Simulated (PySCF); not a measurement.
**Ionisation energy of Ba²⁷⁺ by level of theory**

Ba²⁷⁺ [Ar] 3d10 4s1 [4s1/2^1, M_J = 1/2] → Ba²⁸⁺ [Ar] 3d10, as a difference of total energies. Calculation: PySCF 2.14, in an uncontracted even-tempered set (17 s from 2.3 bohr⁻², ratio 2.8; 13 p from 2.9 bohr⁻², ratio 2.8; 8 d from 5.2 bohr⁻², ratio 2.8; 4 f from 12 bohr⁻², ratio 3); the two-component X2C-1e Hamiltonian. Correlated levels: [Ne] frozen; the 74 highest virtual spinors dropped. "Screened" scales the spin-orbit matrix elements by Boettger's factors to mimic the two-electron term; Breit and QED terms are absent.

```
                    method  ionisation energy (eV)
           GHF (spin-free)                  968.29
          GMP2 (spin-free)                  969.44
 GHF (screened spin-orbit)                  968.23
GMP2 (screened spin-orbit)                  969.38
```

How much does correlation contribute at GMP2 (screened spin-orbit)?

969.38 − (968.23) = 1.15 eV, measured against GHF (screened spin-orbit).

Breit and QED terms and the two-electron picture change are absent.

For comparison: 976.62 ± 0.11 eV (semi-empirical (NIST evaluation); NIST Atomic Spectra Database, ionization energies).
